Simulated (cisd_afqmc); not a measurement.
Input (AFQMC/CISD/cc-pVTZ; cisd_afqmc is a phaseless AFQMC code with CISD trial states that reads the integrals written by Ansatz):

Ansatz 0.2 input:
```python
import cisd_afqmc

open("ham.yaml", "w").write("""\
crystal:
  periodic: [false, false, false]
  atoms:
    - {symbol: As, position_ang: [0.00000000, 0.00000000, 0.00000000]}
basis:
  gaussian:
    orbitals: cc-pVTZ
magnetization: {spin_polarized: true, initial_magnetization: 3}
correlation: {method: ccsd, electrons: outside_noble_gas, hamiltonian_folder: ham}
scf: {lower_state_search: full}
""")
rep = cisd_afqmc.ansatz("ham.yaml")
e_ccsd = rep["correlation"]["coupled_cluster"]["energy"]["hartree"]
out = cisd_afqmc.run("ham", e_ccsd, trial="CISD", walkers=2000, populations=1, threads=12, dt=0.005, steps=40, early=24, settle=10, least=100,
    cut=5e-5, rank_cut=2e-4, target=0.0004, seconds=1000, seed=4, memory=62639, gpu=True)
```

Output:

```
orbitals 29, occupied [4, 1], factors 145 of 283, rank of the doubles 84 of 128
E(HF) = -2234.237136
E(CCSD) on the cut factors = -2234.322918, shift to the whole factors -0.000002
Energy of the trial state on the determinant = -2234.322805
  tau behind 7.2 of longer steps, mean of the populations' last blocks
   2.0  -2234.32641
   4.0  -2234.32639
   6.0  -2234.32658
   8.0  -2234.32644
  10.0  -2234.32620
  12.0  -2234.32628
  14.0  -2234.32576
  16.0  -2234.32703
  18.0  -2234.32629
  20.0  -2234.32632
  22.0  -2234.32617
blocks 98 (2 outliers left out), error by blocks joined: 1: 0.00002, 2: 0.00002, 4: 0.00003, 8: 0.00004
E(AFQMC/CISD) = -2234.32637 +/- 0.00004
```

The error still grows at the longest joins of blocks, or few joins were possible, so the printed bar may be too narrow.
